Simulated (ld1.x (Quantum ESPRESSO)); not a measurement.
**Zr, TM semilocal: configuration errors across variants**

ld1.x (Quantum ESPRESSO) 7.5 input, shortened:

```
&input
   title='Zr', zed=40., rel=1, dft='PBE', iswitch=3,
   config='[Kr] 4d2 5s1 5p0'
 /
 &inputp
   pseudotype=1, tm=.true., lloc=1,
   nlcc=.true., new_core_ps=.true., rcore=1.90
 /
3
5S  1  0   1.00   0.00  3.30  3.30  0.0
4D  3  2   2.00   0.00  2.00  2.00  0.0
5P  2  1   0.00   0.00  3.60  3.60  0.0
 &test
   configts(1)='4d2 5s1 5p0'
 /
```

All-electron excitation energies from the reference (eV): (1) 4d2 5s2 5p0 -7.137; (2) 4d2 5s0 5p0 12.940; (3) 4d1 5s0 5p0 35.567; (4) 4d1 5s2 5p1 -4.134; (5) 4d2 5s0 5p1 3.715; (6) 4d1 5s2 5p0 0.527; (7) 4d3 5s1 5p0 -5.942.

In the semilocal form every listed channel keeps its own potential, so the choice of the local channel does not act on these tests. It acts once the file is put into the separable form.

A semilocal file is local in each channel, so a ghost entry of none says nothing of the separable form that plane-wave codes build from it.

4 further variants failed, have other tests or another functional or relativity, and are left out.

A true bound ghost makes a file unfit for plane-wave use even where its test errors are small: the radial tests pick states by their node count and pass the ghost by.

Errors AE − PS in meV (a dash: test not solved or not reliable):

```tsv
change	(1)	(2)	(3)	(4)	(5)	(6)	(7)	bound ghosts
base	-3.4	-15	-245	-197	-7.7	-146	-45	none
wave 5s (bound): rc 3.30 bohr becomes 5s (bound): rc 2.48 bohr	-1.1	-14	-265	-173	-8.1	-113	-39	none
all radii but the core radius scaled by about 0.89 (s 2.92, p 3.18, d 1.78 bohr)	-3.7	-15	-239	-196	-5.6	-152	-46	none
wave 5p (bound): rc 3.60 bohr becomes 5p (bound): rc 4.84 bohr	-3.4	-15	-245	-188	-0.8	-146	-45	none
core correction Bessel-smoothed model core inside 0.74 bohr	-3.3	-15	-244	-196	-7.7	-145	-45	none
form changed from semilocal to separable (Kleinman–Bylander), still TM	-4.3	-23	-332	-210	-9.5	-155	-92	none
form changed from semilocal to separable (Kleinman–Bylander), still TM; local potential the d channel	-3.3	-15	-245	-203	-8.2	-152	-46	s, p
local potential the d channel	-3.3	-15	-245	-197	-7.7	-146	-45	none
```

Q: Give the same row for: wave 4d (bound): rc 2.00 bohr becomes 4d (bound): rc 2.44 bohr.

A: -3.1, -15, -241, -188, -7.8, -138, -45; bound ghosts: none.
